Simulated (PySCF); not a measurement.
Molecule (SMILES): Cl[C]Cl (closed-shell singlet).
Geometry (B3LYP-D3(BJ)/def2-TZVP, fixed):
```xyz
3

Cl    -1.4025    -0.2001     0.0210
C     -0.0305     0.8441     0.0088
Cl     1.4133    -0.0978    -0.0241
```
Charge 0, spin multiplicity 1.

Basis-set convergence of the mean static polarisability at PBE0 with PySCF. All functions are spherical. Density fitting with generated auxiliary sets. No added dispersion term, no relativity. Reference: the value in aug-pcseg-3, 44.17 bohr³, itself unsure by roughly 0.4 % (its mean distance from aug-cc-pV(Q+d)Z, aug-pcseg-2, aug-cc-pV(T+d)Z). Deviations are taken from unrounded values. Cost is core time over that of 6-311G**, rough, on shared machines of one kind; a dash marks a row that isn't timed (too short, read off another run, short of memory, by another algorithm or on other hardware).

| basis | functions | mean static polarisability (bohr³) | minus reference (%) | cost |
|---|---|---|---|---|
| STO-3G | 23 | 14.14 | -68.0 | - |
| 3-21G | 35 | 26.71 | -39.5 | - |
| 6-31G | 35 | 27.77 | -37.1 | - |
| pcseg-0 | 35 | 25.55 | -42.2 | - |
| 6-31G** | 50 | 30.20 | -31.6 | 0.7× |
| def2-SVP | 50 | 28.96 | -34.4 | 0.6× |
| pcseg-1 | 50 | 32.34 | -26.8 | 0.7× |
| 6-311G** | 70 | 31.21 | -29.4 | 1× |
| pcseg-2 | 98 | 35.26 | -20.2 | 2× |
| def2-TZVP | 105 | 37.09 | -16.0 | 2× |
| def2-TZVPP | 115 | 37.19 | -15.8 | 3× |
| pcseg-3 | 188 | 40.54 | -8.2 | 7× |
| def2-QZVPP | 197 | 40.69 | -7.9 | 8× |
| pcseg-4 | 311 | 43.43 | -1.7 | 20× |

Of the sets listed that have larger relatives (same family, alike in diffuse functions), none stays within 5 % of the reference together with them. Inside, with no larger relative to test it: pcseg-4.
